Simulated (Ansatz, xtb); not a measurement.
**A geometry optimisation of FH4SiSn− with r2SCAN-D4/def2-SVPD**

The starting geometry of this gas-phase singlet was built from a drawn formula by distance geometry and a force field; its bonds are those of `F[SiH-][SnH3]`.

```xyz
7

F    -0.6727   -0.7200    1.1044
Si   -0.5238   -0.8254   -0.5490
Sn   -2.0214    0.8752   -1.6892
H    -0.9107   -2.1992   -0.9902
H    -1.5644    2.4605   -1.1972
H    -3.7476    0.5479   -1.2108
H    -1.8959    0.7023   -3.4044
```

**Question.** Predict what it relaxes into with r2SCAN-D4/def2-SVPD.

**Answer.** It keeps its bonds, and is `F[SiH-][SnH3]`.

The energy falls by 0.83 eV over 11 steps:

| step | E − E(last) (eV) |
| --- | --- |
| 1 | 0.833 |
| 2 | 0.185 |
| 3 | 0.037 |
| 4 | 0.017 |
| 5 | 0.008 |
| 7 | 0.001 |
| 8 | 0.001 |
| 9 | 0.000 |
| 10 | 0.000 |
| 11 | 0.000 |

Final geometry (Å):

```xyz
7

F    -0.7054   -0.8387    1.1240
Si   -0.1751   -0.8883   -0.5201
Sn   -1.9828    0.7602   -1.5940
H    -1.0637   -2.0819   -0.9680
H    -1.7381    2.4768   -1.3164
H    -3.7198    0.6714   -1.3123
H    -1.9516    0.7418   -3.3496
```

From the same start GFN2-xTB ends elsewhere, differing in Sn3–H5 (2.31 against 1.76 Å here), Sn3–H6 (2.28 against 1.76 Å here), Sn3–H7 (2.32 against 1.76 Å here).

No frequencies were run, so the end isn't proven a minimum. Atoms past krypton carry core potentials, without spin–orbit terms. Run with Ansatz 0.2.0, 13 s on 2 threads of Intel(R) Xeon(R) 6975P-C (Granite Rapids) (shared host).
